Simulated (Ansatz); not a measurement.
C2H6Bi (SMILES [CH3][Bi+][CH3]), charge +1, singlet, at a GFN2-xTB geometry (such geometries of metal compounds can be far from the true shape) (core potentials on Bi). Base run: PBE/def2-SVP run with Ansatz (a program for electronic structure).

Ansatz was given this input:
Ansatz 0.2 input:
```yaml
crystal:
  periodic: [false, false, false]
  atoms:
    - {symbol: Bi, position_ang: [0.15849311, 0.10790182, 0.21239339]}
    - {symbol: C, position_ang: [0.52118305, -0.24898510, -1.92464095]}
    - {symbol: H, position_ang: [0.98888105, -1.23149384, -1.99671150]}
    - {symbol: H, position_ang: [1.21958302, 0.46118616, -2.34720890]}
    - {symbol: H, position_ang: [-0.39610693, -0.28846732, -2.49484116]}
    - {symbol: C, position_ang: [-1.88803974, -0.68156838, 0.09294414]}
    - {symbol: H, position_ang: [-2.01900144, -1.35573395, -0.74159636]}
    - {symbol: H, position_ang: [-2.53845945, 0.17654376, -0.07984695]}
    - {symbol: H, position_ang: [-2.20868459, -1.13456466, 1.02173404]}
basis:
  gaussian:
    orbitals: def2-SVP
hamiltonian:
  xc: pbe
total_charge: 1
```

Each row names what was changed in the base input (with any setting that the change needs).

| change | E (Eh) |
|---|---|
| base | -294.00245 |
| functional = blyp | ___ |
| functional = pbe; dispersion = d3bj | ___ |
| functional = revpbe | -294.15058 |
| functional = BHLYP | ___ |
| functional = b3lyp5 | -294.02235 |
| functional = b3lyp | -294.17013 |
| functional = wB97X | ___ |
| functional = B97M-V | -294.08705 |
| functional = SVWN5 | -293.04142 |
| functional = pbe0; dispersion = d4 | -293.99877 |
| functional = lc_wpbe | -294.07584 |
| functional = b3lyp; dispersion = d4 | -294.17893 |

### Question
What belongs in the gaps?

### Answer

- functional = blyp, E (Eh): -294.00902
- functional = pbe; dispersion = d3bj, E (Eh): -294.00886
- functional = BHLYP, E (Eh): -293.91987
- functional = wB97X, E (Eh): -294.11046

Total energies compare only within one method and basis.
